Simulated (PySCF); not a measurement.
**Relaxation of doublet CuO(OH)₂**

Computed with UPBE0/[Cu def2-TZVP, O def2-TZVP, H def2-TZVP], no relativity, density fitting, PySCF. A (50,194) grid was used.

A hand-made T-shaped (ligand arrangement 1) (heavy-atom frame) start, of C2 symmetry, held to at least that symmetry:

```xyz
6
charge 0 multiplicity 2, angstrom
Cu    0.0000    0.0000   -0.2624
O     0.0000    0.0000    1.4576
O     1.7489    0.0000   -0.2013
O    -1.7489    0.0000   -0.2013
H     2.3656   -0.7354   -0.1798
H    -2.3656    0.7354   -0.1798
```

Optimiser trace:
```
step  E − E(last) (kJ/mol)  largest gradient (Eh/bohr)
   0                 51.65                     0.01693
   1                 27.92                     0.01561
   2                 15.34                     0.03434
   3                 10.96                     0.02122
   4                  6.12                     0.00689
   5                  4.80                     0.01003
   6                  4.00                     0.00857
   7                  2.18                     0.00404
   8                  1.44                     0.00519
   9                  0.84                     0.00229
  10                  0.69                     0.00138
  11                  0.56                     0.00225
  12                  0.38                     0.00361
  13                  0.17                     0.00340
  14                  0.06                     0.00155
  15                  0.02                     0.00055
  16                  0.01                     0.00046
  17                  0.00                     0.00033
  18                  0.00                     0.00012
```

It ends at C2 with Cu–O 1.740 Å, Cu–O 1.743 Å (×2), O–H 0.961 Å (×2); Cu–O–H 116.5° (×2), O–Cu–O 99.0° (×2), O–Cu–O 162.0°. A frequency run shows a minimum.

Open d and f shells are described by one determinant, and the ground state may have another occupation or spin.

The relaxation took 110 s on 4 threads of a shared Arm Neoverse V1 host, with 150 basis functions and 20 gradients; the process peaked at 1.1 GiB. Launch command: `OMP_NUM_THREADS=4 python axn.py task.json out`.
